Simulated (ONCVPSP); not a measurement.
## Ranking ONCV potentials for rhenium (Re)

All share these settings but for the change named:

rhenium (Re), optimised norm-conserving Vanderbilt (ONCV), made with ONCVPSP 4.0.1 (PBE, scalar-relativistic). Core [Kr] 4d10 4f14, reference 5s2 5p6 5d5 6s1.5 (charge +0.5). Waves: 5s+6s: rc 1.65 bohr, ncon 3, nbas 7, qcut 6 1/bohr, 2 projectors; 5p: rc 1.65 bohr, ncon 4, nbas 8, qcut 7.5 1/bohr, 3 projectors, debl 1.5 Ha; 5d: rc 1.85 bohr, ncon 4, nbas 8, qcut 5.5 1/bohr, 2 projectors, debl 3 Ha. Local part: polynomial inside 1.35 bohr (lpopt 1, dvloc0 1 Ha). Core correction: Teter function, fcfact 4.75, rcfact 1.45.

In the p channel the program set the typed energies aside and used -1.866, 0.250, 1.750 Ha.

Test errors are all-electron minus pseudo excitation energies from the reference, over 5s2 5p6 5d5 6s2; 5s2 5p6 5d5 6s1; 5s2 5p6 5d5 6s0; 5s2 5p6 5d3 6s0. None of these files shows a bound ghost.

The base gives 48.4 meV.

Of 6 variants that were run, those that failed, showed a ghost or another fault, or gave nearly equal values are left out.

A variant can come out equal or close to the base, since the largest error may sit in a test that the change hardly touches while other tests move.

**Question.** Rank these variants by their largest absolute test error, smallest first.
A. core correction Teter function, fcfact 4.75, rcfact 1.04
B. d: debl 0.4
C. fully relativistic; d: rc 1.65, qcut 6.2

**Answer.** A (18.3 meV), C (32.1 meV), B (48.7 meV).
